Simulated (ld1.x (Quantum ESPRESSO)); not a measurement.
# Configuration tests for N (TM)

nitrogen, norm-conserving Troullier–Martins (Kleinman–Bylander form), made with ld1.x (Quantum ESPRESSO) 7.5 (PBE, non-relativistic). Core [He], reference 2s1.5 2p3.5. Waves: 2s (bound): rc 0.85 bohr; 3d channel at 0.05 Ry: rc 0.90 bohr; 2p (bound): rc 1.10 bohr. Local part: the p channel. Core correction: Bessel-smoothed model core inside 0.55 bohr.

Energies are relative to the spin-unpolarised reference configuration 2s1.5 2p3.5; without spin polarisation the order of configurations can differ from experiment.

```csv
valence configuration,charge,ΔE all-electron (eV),error AE − PS (meV)
2s2 2p3,0,-5.735,+1.8
2s2 2p2,+1,7.862,+8.3
2s2 2p1,+2,36.721,+52
2s2 2p3.3,-0.3,-7.356,+1.2
2s1 2p0,+4,161.575,+465
2s1 2p3,+1,19.609,-1.0
```

(1) What are ΔE and the potential's error for 2s2 2p2.5?

Levels in the configuration 2s2 2p2:

```csv
level,all-electron (eV),pseudo (eV)
2s,-32.434,-32.439
2p,-20.694,-20.678
```

Results:

(1) ΔE = -0.639 eV all-electron; the error (AE − PS) is +3.6 meV.
